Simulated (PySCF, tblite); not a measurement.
Compound: C₆H₈N₂O.
Z-matrix (Å and degrees, GFN2-xTB geometry), rows numbered from 1:
```
C 
O   1  1.4164
C   2  1.3385  1  116.04
C   3  1.4077  2  118.04  1   179.51
C   4  1.3753  3  117.36  2  -179.67
C   5  1.4923  4  122.93  3   178.99
C   5  1.4079  4  115.87  3    -0.29
N   7  1.3090  5  123.40  4     0.21
N   8  1.3046  7  120.83  5     0.02
H   1  1.0916  2  110.53  3   -59.08
H   1  1.0876  2  105.86  3  -178.97
H   1  1.0916  2  110.58  3    61.19
H   4  1.0789  3  119.64  2     0.24
H   6  1.0898  5  109.61  4  -107.20
H   6  1.0869  5  111.00  4    12.77
H   6  1.0882  5  110.46  4   134.17
H   7  1.0809  5  121.13  4  -179.76
```

Computed, not measured: CAM-B3LYP/def2-SVPD in PySCF (dipole) on a GFN2-xTB geometry, gas phase.

Masses are those of the commonest isotopes; rigid-rotor values at the optimised geometry. The values belong to one conformer with, in the numbering `[CH3:1][O:2][c:3]1[cH:4][c:5]([CH3:6])[cH:7][n:8][n:9]1`, C1–O2–C3–C4 180°.

**Question.** What are A, B and C (GHz)?

**Answer.** Ia = 128.19, Ib = 433.45, Ic = 555.33 u·Å²; 505379 MHz·u·Å²/I gives 3943, 1166 and 910.0 MHz, that is A = 3.9425, B = 1.1660, C = 0.9100 GHz.

**Question.** What kind of rotor is it?

**Answer.** An asymmetric top. Ray's parameter κ = (2B − A − C)/(A − C) = -0.831; −1 is the prolate and +1 the oblate limit.

**Question.** Is it planar, by Δ = Ic − Ia − Ib?

**Answer.** Not planar: Δ = Ic − Ia − Ib = -6.30 u·Å². For a rigid frame Δ = −2 Σ m c², so Σ m c² = 3.15 u·Å² lies off the ab plane: 3.14 from hydrogen and 0.01 from heavier atoms. The atom farthest from that plane is 1.00 Å away.

**Question.** Which lines would a microwave search look for?

**Answer.** The dipole components are |μa| = 1.58 D, |μb| = 2.68 D, |μc| = 0.05 D. Intensities carry the squares of the components, which stand as 0.35 : 1.00 : 0.00 (a : b : c). Some lines, for components of 0.1 D or more:

```json
{"type": "a", "branch": "Q", "J(Ka,Kc)": "2(1,1) ← 2(1,2)", "MHz": "768", "lower level (cm⁻¹)": "0.292"}
{"type": "b", "branch": "R", "J(Ka,Kc)": "2(0,2) ← 1(1,1)", "MHz": "1359", "lower level (cm⁻¹)": "0.162"}
{"type": "a", "branch": "Q", "J(Ka,Kc)": "3(1,2) ← 3(1,3)", "MHz": "1535", "lower level (cm⁻¹)": "0.486"}
{"type": "a", "branch": "R", "J(Ka,Kc)": "1(0,1) ← 0(0,0)", "MHz": "2076", "lower level (cm⁻¹)": "0.000"}
{"type": "b", "branch": "Q", "J(Ka,Kc)": "1(1,0) ← 1(0,1)", "MHz": "3032", "lower level (cm⁻¹)": "0.069"}
{"type": "b", "branch": "Q", "J(Ka,Kc)": "2(1,1) ← 2(0,2)", "MHz": "3305", "lower level (cm⁻¹)": "0.207"}
{"type": "b", "branch": "R", "J(Ka,Kc)": "3(0,3) ← 2(1,2)", "MHz": "3623", "lower level (cm⁻¹)": "0.292"}
{"type": "b", "branch": "Q", "J(Ka,Kc)": "3(1,2) ← 3(0,3)", "MHz": "3745", "lower level (cm⁻¹)": "0.413"}
{"type": "a", "branch": "R", "J(Ka,Kc)": "2(1,2) ← 1(1,1)", "MHz": "3896", "lower level (cm⁻¹)": "0.162"}
{"type": "a", "branch": "R", "J(Ka,Kc)": "2(0,2) ← 1(0,1)", "MHz": "4135", "lower level (cm⁻¹)": "0.069"}
{"type": "a", "branch": "R", "J(Ka,Kc)": "2(1,1) ← 1(1,0)", "MHz": "4408", "lower level (cm⁻¹)": "0.170"}
{"type": "a", "branch": "R", "J(Ka,Kc)": "3(1,3) ← 2(1,2)", "MHz": "5834", "lower level (cm⁻¹)": "0.292"}
{"type": "a", "branch": "R", "J(Ka,Kc)": "3(0,3) ← 2(0,2)", "MHz": "6161", "lower level (cm⁻¹)": "0.207"}
{"type": "a", "branch": "R", "J(Ka,Kc)": "3(2,2) ← 2(2,1)", "MHz": "6228", "lower level (cm⁻¹)": "0.595"}
{"type": "a", "branch": "R", "J(Ka,Kc)": "3(1,2) ← 2(1,1)", "MHz": "6601", "lower level (cm⁻¹)": "0.317"}
{"type": "b", "branch": "R", "J(Ka,Kc)": "2(1,2) ← 1(0,1)", "MHz": "6673", "lower level (cm⁻¹)": "0.069"}
{"type": "b", "branch": "Q", "J(Ka,Kc)": "3(2,1) ← 3(1,2)", "MHz": "8041", "lower level (cm⁻¹)": "0.538"}
{"type": "b", "branch": "Q", "J(Ka,Kc)": "2(2,0) ← 2(1,1)", "MHz": "8347", "lower level (cm⁻¹)": "0.317"}
{"type": "b", "branch": "R", "J(Ka,Kc)": "3(1,3) ← 2(0,2)", "MHz": "8371", "lower level (cm⁻¹)": "0.207"}
{"type": "b", "branch": "Q", "J(Ka,Kc)": "2(2,1) ← 2(1,2)", "MHz": "9097", "lower level (cm⁻¹)": "0.292"}
{"type": "b", "branch": "Q", "J(Ka,Kc)": "3(2,2) ← 3(1,3)", "MHz": "9492", "lower level (cm⁻¹)": "0.486"}
{"type": "b", "branch": "R", "J(Ka,Kc)": "2(2,1) ← 1(1,0)", "MHz": "12738", "lower level (cm⁻¹)": "0.170"}
{"type": "b", "branch": "Q", "J(Ka,Kc)": "3(3,1) ← 3(2,2)", "MHz": "14533", "lower level (cm⁻¹)": "0.803"}
{"type": "b", "branch": "R", "J(Ka,Kc)": "3(2,1) ← 2(1,2)", "MHz": "15409", "lower level (cm⁻¹)": "0.292"}
{"type": "b", "branch": "R", "J(Ka,Kc)": "3(3,1) ← 2(2,0)", "MHz": "20744", "lower level (cm⁻¹)": "0.596"}
{"type": "b", "branch": "R", "J(Ka,Kc)": "3(3,0) ← 2(2,1)", "MHz": "20762", "lower level (cm⁻¹)": "0.595"}
```

Its GFN2-xTB frequencies are all real (lowest 41 cm⁻¹). No vibrational averaging or centrifugal distortion is included, and the geometry carries the error of its method. A rigid rotor knows nothing of internal rotation, which can split or shift real lines. Quadrupole hyperfine structure (14N) is left out.

Rough CPU time on one thread of a shared machine: about 2.6 min. This is the CAM-B3LYP/def2-SVPD job that gave the dipole, with the excitations it also computed.
